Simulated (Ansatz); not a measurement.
`N[SiH2]SS` → `SS` + `N[SiH]` at 700 K and 1 bar (silylene formation by 1,1-elimination).

Isolated molecules relaxed with PBE0-D4/def2-TZVP in Ansatz; ΔE leaves out vibrations. CBS: MP2 limit from def2 TZ/QZ plus the TZ coupled-cluster correction, frozen cores. This one scheme is used for every species. Each species was taken in one conformer, which may not be the lowest.

```json
{"species": "`N[SiH2]SS`", "CCSD(T)/CBS energy (Eh)": "-1142.39614", "H − E (kJ/mol)": "219.1", "S (J/(mol·K))": "458.7"}
{"species": "`SS`", "CCSD(T)/CBS energy (Eh)": "-796.74576", "H − E (kJ/mol)": "82.9", "S (J/(mol·K))": "298.8"}
{"species": "`N[SiH]`", "CCSD(T)/CBS energy (Eh)": "-345.56329", "H − E (kJ/mol)": "124.5", "S (J/(mol·K))": "297.7"}
```

H − E and S are ideal-gas, rigid-rotor, harmonic terms from PBE0-D4/def2-TZVP, for one conformer and one mirror image of each species. 1 Eh = 2625.50 kJ/mol, R = 8.31446 J/(mol·K).

By hand: ΔE, ΔH, ΔS and ΔG.

ΔE = (-796.74576) + (-345.56329) − (-1142.39614) = 0.08709 Eh = 228.7 kJ/mol. Δ(H − E) = 82.9 + 124.5 − 219.1 = -11.7, so ΔH = 217.0 kJ/mol. ΔS = 298.8 + 297.7 − 458.7 = 137.8 J/(mol·K). ΔG = 217.0 − 700 × (137.8)/1000 = 120.5 kJ/mol.

By hand: the equilibrium constant, and the temperature at which ΔG would vanish if ΔH and ΔS stayed fixed.

log₁₀ K = −ΔG/(RT ln 10) = -9.0. ΔG = 0 at ΔH/ΔS = 1575 K.

The number of gas molecules changes by +1, which sets the sign of ΔS. A doubt of 5 kJ/mol in ΔE shifts log₁₀ K by 0.4 here. Other conformers and mirror images would add mixing entropy, several J/(mol·K) or more a flexible species. These are equilibria of isolated gas molecules and say nothing of rates. Largest T1 diagnostic: 0.015 (customary marks: 0.02 for closed shells, 0.045 for open ones).
